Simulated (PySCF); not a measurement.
Isomers of C4H12OSi, from PySCF, PBE0-D3(BJ)/def2-SVP geometry optimisation, gas phase. One conformer each, no zero-point energy, no frequencies.

Question: Which isomer lies lowest at this level?
A. `[CH3:1][CH2:2][CH2:3][CH2:4][O:5][SiH3:6]` with C1–C2–C3–C4 177°, C2–C3–C4–O5 -62°, C3–C4–O5–Si6 172°: A = 8132, B = 1038, C = 972.1 MHz, dipole 0.92 D
B. `CC(C)(C)O[SiH3]`: A = 4335, B = 1775, C = 1773 MHz, dipole 1.31 D
C. `CO[Si](C)(C)C`: A = 3072, B = 2020, C = 2013 MHz, dipole 1.09 D
D. `[CH3:1][O:2][SiH2:3][CH:4]([CH3:5])[CH3:6]` with C1–O2–Si3–C4 180°, O2–Si3–C4–C5 62°: A = 4569, B = 1564, C = 1524 MHz, dipole 0.36 D
E. `[CH3:1][O:2][CH2:3][C@H:4]([CH3:5])[SiH3:6]` with C1–O2–C3–C4 179°, O2–C3–C4–C5 72°: A = 3901, B = 1787, C = 1429 MHz, dipole 1.84 D

Answer: C. That is `CO[Si](C)(C)C`, 21.7 kcal/mol below the next.

```csv
SMILES,mapped SMILES,E (Eh),relative (kcal/mol),relative (kJ/mol),dipole (D)
CO[Si](C)(C)C,[CH3:1][O:2][Si:3]([CH3:4])([CH3:5])[CH3:6],-523.77825,0.0,0.0,1.09
CC(C)(C)O[SiH3],[CH3:1][C:2]([CH3:3])([CH3:4])[O:5][SiH3:6],-523.74360,21.7,91.0,1.31
CO[SiH2]C(C)C,[CH3:1][O:2][SiH2:3][CH:4]([CH3:5])[CH3:6],-523.74167,23.0,96.0,0.36
CCCCO[SiH3],[CH3:1][CH2:2][CH2:3][CH2:4][O:5][SiH3:6],-523.73548,26.8,112.3,0.92
COC[C@H](C)[SiH3],[CH3:1][O:2][CH2:3][C@H:4]([CH3:5])[SiH3:6],-523.69242,53.9,225.3,1.84
```

As drawn, the lowest has an Si–O bond, which the highest lacks.
